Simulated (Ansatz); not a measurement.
This geometry of AlFH5NSSi (10 atoms, charge 0, multiplicity 1) is a first-order saddle point.

Computed with Ansatz, RKS PBE0-D4/STO-3G.

```xyz
10
Properties=species:S:1:pos:R:3
F 1.060 -1.040 -0.843
Si 0.129 -1.004 0.525
S 1.250 -1.018 2.321
N -0.695 0.480 0.199
Al -0.647 0.987 -1.479
H -0.694 -2.199 0.541
H 1.845 0.172 2.069
H -0.760 1.164 0.972
H -0.623 2.459 -1.755
H -0.783 -0.052 -2.546
```

(1) Which two structures does it join? (They come from a converged band through this point; their orientation in space is the band's.)

(2) How far does it lie above each of them?

Results:

(1) Bonds formed: F1–Al5, Si2–Al5. The dihedral H6–Si2–N4–H8 goes from -4 to 125°.

Image 0:

```xyz
10
Properties=species:S:1:pos:R:3
F -0.293 -1.982 -1.024
Si -0.191 -1.235 0.434
S 1.829 -1.300 1.092
N -0.798 0.382 0.251
Al -0.198 1.674 -0.749
H -0.993 -1.951 1.407
H 2.278 -0.530 0.073
H -1.658 0.546 0.802
H -0.955 2.964 -0.777
H 1.060 1.381 -1.505
```

Image 10:

```xyz
10
Properties=species:S:1:pos:R:3
F 0.627 -0.931 -0.848
Si 0.032 -0.783 0.788
S 1.583 -0.433 2.170
N -1.026 0.440 0.228
Al -0.459 0.397 -1.525
H -0.456 -2.123 1.044
H 1.755 0.859 1.802
H -1.064 1.311 0.791
H 0.424 1.534 -1.946
H -1.334 -0.323 -2.501
```

(2) 3.6 kcal/mol above the first and 24.0 kcal/mol above the second. This is the barrier of this one path; another mechanism may lie lower. Limits of this set-up: minimal basis.

Run time: 8.4 min on 1 thread of Arm Neoverse N1 (shared host), peak memory 0.13 GiB.
